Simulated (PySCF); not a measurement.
Isomers of C2H8FNSi. Method: PBE0-D3(BJ)/def2-SVP geometry optimisation, gas phase (PySCF 2.14.0). Energies are electronic, without zero-point or thermal terms, for one conformer each. No frequencies were run at this level. Point groups hold within 0.08 Å.

Question: Order them by energy at this level, lowest first, and give relative energies in kcal/mol.
A. `[CH3:1][N:2]([CH3:3])[SiH2:4][F:5]` with C1–N2–Si4–F5 82°
B. `[CH3:1][NH:2][Si@H:3]([CH3:4])[F:5]` with C1–N2–Si3–C4 42°
C. `[CH3:1][C@H:2]([F:3])[SiH2:4][NH2:5]` with C1–C2–Si4–N5 63°, C2–Si4–N5–H -172° and 49°

Answer: B (0.0), A (16.1), C (48.6).

As drawn, the lowest has an Si–F bond, which the highest lacks.

| SMILES | E (Eh) | E rel (kcal/mol) | dipole (D) | point group | A, B, C (MHz) |
| --- | --- | --- | --- | --- | --- |
| CN[Si@H](C)F | -524.56646 | 0.0 | 2.06 | C1 | 5097, 2840, 2269 |
| CN(C)[SiH2]F | -524.54086 | 16.1 | 2.08 | Cs | 6265, 2524, 2221 |
| C[C@H](F)[SiH2]N | -524.48905 | 48.6 | 1.10 | C1 | 5312, 2658, 2490 |

Q: How do the relative energies change in single points at B3LYP/pcSseg-2 (no added dispersion term) on the same geometries?

A: 
| SMILES | PBE0-D3(BJ)/def2-SVP (kcal/mol) | B3LYP/pcSseg-2 (kcal/mol) | shift |
| --- | --- | --- | --- |
| CN[Si@H](C)F | 0.0 | 0.0 | 0.0 |
| CN(C)[SiH2]F | 16.1 | 18.1 | +2.0 |
| C[C@H](F)[SiH2]N | 48.6 | 52.7 | +4.1 |

Each column counts from its own lowest isomer. The order is unchanged; the largest shift is 4.1 kcal/mol.
